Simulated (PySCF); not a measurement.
C5H4O2, SMILES C=C=C1OCC1=O. Atoms are numbered in the order given.

```xyz
11

C     -0.1670    -2.8377     0.0000
C      0.0851    -1.5567     0.0000
C      0.2609    -0.2554     0.0000
O      1.4189     0.5009     0.0000
C      0.7025     1.7499     0.0000
C     -0.6121     0.9631     0.0000
O     -1.7757     1.2145     0.0000
H     -0.2757    -3.3994    -0.9358
H     -0.2757    -3.3994     0.9358
H      0.8948     2.3484    -0.9049
H      0.8948     2.3484     0.9049
```

Coordinates come from a PBE0-D3(BJ)/def2-SVP optimisation. This is a generated structure with no PubChem entry under its InChIKey; it may be hypothetical.

Two levels are set side by side: PBE/pcSseg-1 (PySCF) and PBE0/pcSseg-1 (PySCF). GIAO shifts against H2O (¹⁷O), TMS (¹H), TMS (¹³C) at the same level; non-relativistic, no solvent, atoms listed together averaged. Differences are taken from unrounded values.

```tsv
quantity	PBE0
δ(¹³C) of C1 (ppm)	100.8
δ(¹³C) of C2 (ppm)	209.4
δ(¹³C) of C3 (ppm)	149.6
δ(¹⁷O) of O4 (ppm)	82.0
δ(¹³C) of C5 (ppm)	92.1
δ(¹³C) of C6 (ppm)	194.3
δ(¹⁷O) of O7 (ppm)	618.2
δ(¹H) of H8, H9 (ppm)	6.39
δ(¹H) of H10, H11 (ppm)	5.26
```

Q: What does PBE give, and how far is it from PBE0? (An estimate is asked for; the answer gives what the named calculation found.)

A: 
```tsv
quantity	PBE	PBE minus PBE0
δ(¹³C) of C1 (ppm)	98.4	-2.4
δ(¹³C) of C2 (ppm)	206.7	-2.7
δ(¹³C) of C3 (ppm)	150.3	0.8
δ(¹⁷O) of O4 (ppm)	97.0	15.0
δ(¹³C) of C5 (ppm)	94.7	2.6
δ(¹³C) of C6 (ppm)	190.8	-3.5
δ(¹⁷O) of O7 (ppm)	603.3	-14.9
δ(¹H) of H8, H9 (ppm)	6.35	-0.05
δ(¹H) of H10, H11 (ppm)	5.33	0.07
```

Rough cost on one machine, each run with all the roots and properties that it gave: PBE0 against PBE within a factor of 2.
